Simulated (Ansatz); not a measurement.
`C=[CH][AlH][F]`. The species carries charge 0 and has multiplicity 1.

```xyz
8

C    -0.8306    0.5519    0.9608
C    -0.5766   -0.4125    0.0719
Al    1.0645   -0.3034   -0.9298
F     1.4443   -1.4632   -2.0428
H    -0.1416    1.3794    1.1241
H    -1.7312    0.5728    1.5717
H    -1.3144   -1.2060   -0.0338
H     2.0856    0.8811   -0.7220
```

Problem. What are the harmonic wavenumbers in cm⁻¹ at PBE0-D4/def2-TZVP (Ansatz, finite differences of forces, unscaled)? (Best estimate.)

Solution. The calculation gave: 86, 135, 282, 411, 529, 656, 660, 848, 1001, 1020, 1065, 1281, 1440, 1643, 1959, 3108, 3142, 3186.

Problem. Is this a minimum?

Solution. Yes, all 18 modes are real.

Problem. Give the ideal-gas thermochemistry at 298.15 K and 1 bar (rigid rotor, harmonic oscillator; point group Cs, symmetry number 1).

Solution. Zero-point energy 134.3 kJ/mol; H(298) − E = 151.6 kJ/mol; entropy 312.4 J/(mol·K), of which translation 162.5, rotation 104.4, vibration 45.4; G(298) − E = 58.5 kJ/mol. Modes under 100 cm⁻¹ are hindered rotations or soft bends, so the harmonic entropy is rough.

Problem. And at 400, 500, 600, 800 and 1000 K?

Solution. 
```json
{"T (K)": "400", "H − E (kJ/mol)": "160.9", "S (J/mol/K)": "339.0", "G − E (kJ/mol)": "25.3"}
{"T (K)": "500", "H − E (kJ/mol)": "171.4", "S (J/mol/K)": "362.3", "G − E (kJ/mol)": "-9.8"}
{"T (K)": "600", "H − E (kJ/mol)": "182.9", "S (J/mol/K)": "383.3", "G − E (kJ/mol)": "-47.1"}
{"T (K)": "800", "H − E (kJ/mol)": "208.5", "S (J/mol/K)": "420.0", "G − E (kJ/mol)": "-127.5"}
{"T (K)": "1000", "H − E (kJ/mol)": "236.5", "S (J/mol/K)": "451.2", "G − E (kJ/mol)": "-214.7"}
```
